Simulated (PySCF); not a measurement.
# Excitation energy of Sc by level of theory

Sc [Ar] 3d1 4s2 (2D) → Sc [Ar] 3d2 4s1 (4F), as a difference of total energies. All numbers are calculated (PySCF 2.14, the spin-free X2C one-electron Hamiltonian (Gaussian nucleus), in x2c-TZVPPall (6s5p4d2f1g, 64 functions)). Correlated levels: valence: [Ar] frozen; valence and next inner shell: [Ne] frozen. The calculations carry no spin-orbit coupling.

```json
{"method": "UHF", "excitation energy (eV)": "1.118"}
{"method": "LDA", "excitation energy (eV)": "0.642"}
{"method": "PBE", "excitation energy (eV)": "0.580"}
{"method": "PBE0", "excitation energy (eV)": "0.712"}
{"method": "M06-2X", "excitation energy (eV)": "1.570"}
{"method": "PW91", "excitation energy (eV)": "0.561"}
{"method": "B97-3", "excitation energy (eV)": "1.156"}
{"method": "MP2 (valence)", "excitation energy (eV)": "1.556"}
{"method": "SCS-MP2 (valence)", "excitation energy (eV)": "1.879"}
{"method": "MP2 (valence and next inner shell)", "excitation energy (eV)": "1.517"}
```

Task: Estimate what SCS-MP2 (valence and next inner shell) gives.

Result: 1.813 eV, closest to SCS-MP2 (valence) among the rows shown.

Task: Estimate what TPSS gives.

Result: 0.535 eV, closest to PW91 among the rows shown.

Errors of the correlated levels include the incompleteness of this basis and the frozen core.

For comparison: 1.427 eV (measured; NIST levels, between the centres of gravity of the two terms).
